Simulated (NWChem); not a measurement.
System: ReF₆, doublet; SMILES [F][Re]([F])([F])([F])([F])[F]

```xyz
7

Re     0.0000     0.0000     0.0000
F     -1.3215    -0.7861     1.0040
F      1.3215     0.7861    -1.0040
F     -1.3137     0.7983    -1.0045
F      0.0067     1.4903     1.0677
F     -0.0067    -1.4903    -1.0677
F      1.3137    -0.7983     1.0045
```
Atoms are numbered in this order, from 1.

All runs: NWChem. Spin-unrestricted. Medium grid unless said otherwise, to which SCAN and Minnesota functionals are sensitive. In the optimisation the excess spin sits in ag (Ci, its own frame). Geometry: optimised at PBE0/def2-SVP, spin-unrestricted. No frequency run checked for a minimum. No stability test was run on the SCF state. def2 effective core potentials on Re; no spin-orbit coupling.

For level B3LYP/def2-SVP:

```
Property                                                     Value
-----------------------------------------------------------  -----
highest occupied level (eV)                                  -8.55
lowest empty minus highest occupied level, either spin (eV)   2.25
```

Q: What are these values for level M06-2X/def2-SVP?

A: 
* **highest occupied level (eV)**: -11.09
* **lowest empty minus highest occupied level, either spin (eV)**: 5.58
